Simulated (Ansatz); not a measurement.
`O[SiH2]B(F)F` + HI → `FB(F)I` + silanol at 700 K and 1 bar (cleavage of the B–Si bond).

Isolated molecules relaxed with PBE0-D4/def2-TZVP in Ansatz; ΔE leaves out vibrations. CCSD(T)/CBS adds triple-zeta CCSD(T) − MP2 to the extrapolated MP2 energy (def2 sets, frozen cores). Elements past krypton have def2 core potentials. For I outer-core shells are correlated without core-valence functions, which leaves a few kJ/mol of doubt a bond. Each species was taken in one conformer, which may not be the lowest.

```tsv
species	CCSD(T)/CBS energy (Eh)	H − E (kJ/mol)	S (J/(mol·K))
`O[SiH2]B(F)F`	-590.59047	177.2	448.6
HI	-298.03592	34.6	231.7
`FB(F)I`	-521.96394	66.3	352.6
`O[SiH3]`	-366.69042	144.6	321.6
```

H − E and S are ideal-gas, rigid-rotor, harmonic terms from PBE0-D4/def2-TZVP, for one conformer and one mirror image of each species. 1 Eh = 2625.50 kJ/mol, R = 8.31446 J/(mol·K).

**Question.** By hand: ΔE, ΔH, ΔS and ΔG.

**Answer.** ΔE = (-521.96394) + (-366.69042) − (-590.59047) − (-298.03592) = -0.02797 Eh = -73.4 kJ/mol. Δ(H − E) = 66.3 + 144.6 − 177.2 − 34.6 = -0.9, so ΔH = -74.3 kJ/mol. ΔS = 352.6 + 321.6 − 448.6 − 231.7 = -6.1 J/(mol·K). ΔG = -74.3 − 700 × (-6.1)/1000 = -70.0 kJ/mol.

**Question.** By hand: the equilibrium constant, and the temperature at which ΔG would vanish if ΔH and ΔS stayed fixed.

**Answer.** log₁₀ K = −ΔG/(RT ln 10) = 5.2. ΔG = 0 at ΔH/ΔS = 12180 K, far beyond where these terms or the molecules hold.

The number of gas molecules stays the same, so ΔS is small and ΔH decides. A doubt of 5 kJ/mol in ΔE shifts log₁₀ K by 0.4 here. Other conformers and mirror images would add mixing entropy, several J/(mol·K) or more a flexible species. Modes under 60 cm⁻¹, often nearly free rotors, make the harmonic entropy too high. These are equilibria of isolated gas molecules and say nothing of rates. Largest T1 diagnostic: 0.013 (customary marks: 0.02 for closed shells, 0.045 for open ones).
